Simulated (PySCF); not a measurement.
# C₆ coefficients of unlike pairs at BLYP

Calculated with PySCF 2.14 from the dipole response of each species, C₆(A,B) = (3/π) ∫ α_A(iu) α_B(iu) du, in atomic units, from isotropic polarisabilities. For ions this is the dispersion term alone; charge-induced terms of lower order in 1/R come first.

| species | configuration | basis | relativity | α (bohr³) | C₆ (like pair) |
| --- | --- | --- | --- | --- | --- |
| Bi³⁺ | [Xe] 4f14 5d10 6s2 (1S) | aug-cc-pwCVTZ-DK3 (11s10p8d5f1g) | spin-free X2C | 9.547 | 58.12 |
| Ta⁺ | [Xe] 4f14 5d3 6s1 (5F) | def2-TZVPPD with the def2 core potential (60 electrons) (6s5p3d2f1g) | core potential | 38.86 | 323.5 |
| Ni | [Ar] 3d8 4s2 (3F) | aug-cc-pwCVTZ-DK (10s9p7d4f3g) | spin-free X2C | 44.81 | 347.8 |
| C³⁺ | [He] 2s1 (2S) | dyall-av3z (15s9p3d2f) | spin-free X2C | 3.032 | 2.359 |

Task: Estimate C₆ for C³⁺ with Ni.

Result: The integral gives 28.26. The combination rule 2 C_A C_B / (C_A α_B/α_A + C_B α_A/α_B) gives 28.10 and the geometric mean 28.65.

No spin-orbit coupling is included.

The other pairs:

| pair | C₆ |
| --- | --- |
| Ta⁺, Bi³⁺ | 124.5 |
| C³⁺, Ta⁺ | 27.54 |
| C³⁺, Bi³⁺ | 10.60 |
| Ni, Bi³⁺ | 120.7 |
| Ni, Ta⁺ | 332.5 |
